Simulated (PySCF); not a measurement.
Heptane, C₇H₁₆.
Atom-mapped SMILES: `[CH3:1][CH2:2][CH2:3][CH2:4][CH2:5][CH2:6][CH3:7]` (hydrogens: H8, H9, H10 on C1; H11, H12 on C2; H13, H14 on C3; H15, H16 on C4; H17, H18 on C5; H19, H20 on C6; H21, H22, H23 on C7)

Computed with PBE0-D3(BJ)/def2-SVP geometry optimisation, gas phase in PySCF.

Q: Give the optimised bond lengths and angles.

A: 
| bond | length (bohr) | order |
| --- | --- | --- |
| C1–C2, C6–C7 | 2.873 | single |
| C2–C3, C5–C6 | 2.877 | single |
| C3–C4, C4–C5 | 2.875 | single |
| C1–H8 and 5 like bonds | 2.082 | single |
| C2–H11 and 3 like bonds | 2.087 | single |
| C3–H13 and 3 like bonds | 2.089 | single |
| C4–H15, C4–H16 | 2.089 | single |

Bonds in one row agree within 0.02 bohr and their mean is given. Orders are formal, as drawn. A selection of angles:
| angle | degrees |
| --- | --- |
| C2–C1–H8 | 111.8 |
| H8–C1–H9 | 107.6 |
| C1–C2–C3 | 113.5 |
| C1–C2–H11 | 109.7 |
| C3–C2–H11 | 109.1 |
| H11–C2–H12 | 105.5 |
| C2–C3–C4 | 113.9 |
| C2–C3–H13 | 109.3 |
| C4–C3–H13 | 109.3 |
| H13–C3–H14 | 105.5 |
| C3–C4–C5 | 113.8 |
| C3–C4–H15 | 109.3 |
| H15–C4–H16 | 105.5 |

Dihedral angles: C1–C2–C3–C4 180° (antiperiplanar); C2–C3–C4–C5 180° (antiperiplanar); C3–C4–C5–C6 180° (antiperiplanar); C4–C5–C6–C7 180° (antiperiplanar).

All 6 C–C bonds measure 1.520 to 1.523 Å. The 7 heavy atoms lie in one plane (0.000 Å rms).

Point group: C2v (tolerance 0.08 Å). PBE0-D3(BJ)/def2-SVP frequencies: not computed here. One conformer, not necessarily the lowest.

The run took 62 s of wall time on an Arm Neoverse V1 with one thread (shared host), and the process peaked at 0.81 GiB of memory. These figures are those of the optimisation.
